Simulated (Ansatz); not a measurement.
Molecule: AsH (charge 0, triplet). SMILES: [AsH]
Coordinates optimised at B3LYP-D3(BJ)/def2-TZVP (Ansatz, a program for electronic structure):
```
As
H 1 1.5355
```
Charge 0, spin multiplicity 3.

Wanted: atomisation energy, in kcal/mol. Terms: atomisation electronic, to ground-state atoms; UHF or UKS for open shells; no spin-orbit coupling; six Cartesian d functions in 6-31G* and its kin unless marked 5d; non-relativistic. Ab initio and DFT rows: single points at B3LYP-D3(BJ) geometries (Ansatz).

| species | coefficient | E at B3LYP/6-31G* (Ansatz), Eh | E at PBE0/def2-TZVPD (Ansatz), Eh |
|---|---|---|---|
| [AsH] (AsH) (triplet) | -1 | -2236.17794 | -2236.14685 |
| As atom | +1 | -2235.56831 | -2235.53925 |
| H atom | +1 | -0.50027 | -0.50104 |

 1 Eh = 627.5095 kcal/mol.

Q: Compute it at each level from the table.

A: 
- B3LYP/6-31G*: the sum of coefficient times E is 0.10936 Eh, or 68.62 kcal/mol. Result: 68.6 kcal/mol.
- PBE0/def2-TZVPD: the sum of coefficient times E is 0.10656 Eh, or 66.87 kcal/mol. Result: 66.9 kcal/mol.
